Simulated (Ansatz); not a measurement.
C4H12ClInN2, SMILES `C[N](C)[In]([Cl])[N](C)C`, 20 atoms. Charge 0, multiplicity 1. Correlated methods include outer-core shells of In, which these sets cover unevenly. In takes the def2 core potential. Hardware: A = 4 threads of an AMD EPYC 7R13 on a shared host; B = 4 threads of an AMD EPYC 7R13 on a shared host and a share of an NVIDIA H100 80 GB. Correlated methods freeze the cores.

Q: How many basis functions does each run have, and how long does it take in Ansatz? RKS PBE0-D4/def2-SVP energy [A]; RKS ωB97M-V/def2-SVP energy [A]; RKS ωB97X-V/def2-TZVPP energy [B]; RKS SPW92 (LDA)/def2-TZVPP energy [B]; RKS PBE0-D4/def2-TZVP relaxation (33 steps) [B]; RKS LC-ωPBE/def2-TZVPP energy [B]; RKS PBE-D4/def2-TZVPP energy and forces [B]; RKS ωB97M-V/def2-QZVPP energy [B]; RHF-CCSD(T)/def2-SVP energy [B]; direct RPA on PBE orbitals/def2-TZVPP energy [B]; RHF-MP2/def2-QZVPP energy [B]; RKS PBE0-D4/def2-QZVPP energy [B]. (Best estimate.)

A: The calculation gave: Other jobs shared the machine, so times are rough.

```tsv
level	job	functions	wall time	peak host memory (GiB)
RKS PBE0-D4/def2-SVP	energy [A]	188	3.4 s	0.87
RKS PBE0-D4/def2-QZVPP	energy [B]	854	3.8 s	1.4
RKS PBE-D4/def2-TZVPP	energy and forces [B]	446	4 s	0.95
RKS SPW92 (LDA)/def2-TZVPP	energy [B]	446	4 s	0.93
RHF-CCSD(T)/def2-SVP	energy [B]	188	5.5 s	0.81
direct RPA on PBE orbitals/def2-TZVPP	energy [B]	446	5.5 s	2.1
RKS ωB97M-V/def2-QZVPP	energy [B]	854	6 s	1.5
RKS ωB97X-V/def2-TZVPP	energy [B]	446	7 s	1.1
RHF-MP2/def2-QZVPP	energy [B]	854	7.5 s	1.5
RKS LC-ωPBE/def2-TZVPP	energy [B]	446	8 s	0.97
RKS ωB97M-V/def2-SVP	energy [A]	188	11 s	1.1
RKS PBE0-D4/def2-TZVP	relaxation (33 steps) [B]	345	55 s	1.1
```

LC-ωPBE has ω = 0.4 bohr⁻¹.
